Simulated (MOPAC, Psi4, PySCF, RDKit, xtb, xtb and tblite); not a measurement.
Two geometries of SMILES O=C(O)c1ccccc1 (C7H6O2), relaxed at GFN2-xTB with one dihedral held; other torsions can differ between them too.

Structure A

```
15

O      2.8233     0.7774    -0.1049
C      2.0821    -0.1645    -0.0571
O      2.5728    -1.4253    -0.0054
C      0.5988    -0.0363    -0.0118
C      0.0596     1.2015     0.3329
C     -1.3101     1.3744     0.3827
C     -2.1527     0.3172     0.0765
C     -1.6234    -0.9115    -0.2840
C     -0.2529    -1.0935    -0.3257
H      1.9878    -2.0252     0.4730
H      0.7363     2.0110     0.5603
H     -1.7233     2.3334     0.6564
H     -3.2235     0.4515     0.1121
H     -2.2807    -1.7306    -0.5354
H      0.1458    -2.0505    -0.6346
```

Structure B

```
15

O      2.8273     0.7802     0.2813
C      2.0720    -0.1360     0.0893
O      2.5192    -1.3733    -0.2750
C      0.5999    -0.0019     0.0473
C      0.0380     1.2501     0.2966
C     -1.3335     1.4093     0.2736
C     -2.1519     0.3237     0.0003
C     -1.5981    -0.9222    -0.2497
C     -0.2264    -1.0902    -0.2242
H      3.1112    -1.7482     0.3861
H      0.6963     2.0803     0.5031
H     -1.7684     2.3786     0.4664
H     -3.2246     0.4492    -0.0190
H     -2.2392    -1.7645    -0.4636
H      0.2139    -2.0555    -0.4213
```

Q: Which is lower in energy at the level Psi4 with PBE0-D3(BJ)/def2-SVP // GFN2-xTB, and by how much?

A: A is lower, by 1.19 kcal/mol (dihedral O1–C2–O3–H10: 150° in A, 60° in B).

E(B) − E(A) in kcal/mol at the other levels, on the same two geometries: GFN2-xTB (xtb and tblite) 0.50; MMFF94 // GFN2-xTB (RDKit) -1.19; PBE0/def2-SVP // GFN2-xTB (Psi4) 1.09; PBE/def2-SVP // GFN2-xTB (Psi4) 1.50; PBE-D3(BJ)/def2-SVP // GFN2-xTB (Psi4) 1.62; UFF // GFN2-xTB (RDKit) 2.51; PM3, restricted, heats of formation // GFN2-xTB (MOPAC) 0.72; PM6, restricted, heats of formation // GFN2-xTB (MOPAC) -0.99; GFN1-xTB // GFN2-xTB (xtb) -1.16; restricted B3LYP/6-31G*, spherical d, density fitting // GFN2-xTB (PySCF) 1.03; restricted B3LYP/3-21G, density fitting // GFN2-xTB (PySCF) -1.03; restricted Hartree-Fock/3-21G, density fitting // GFN2-xTB (PySCF) -2.61; restricted Hartree-Fock/STO-3G // GFN2-xTB (PySCF) -0.50.
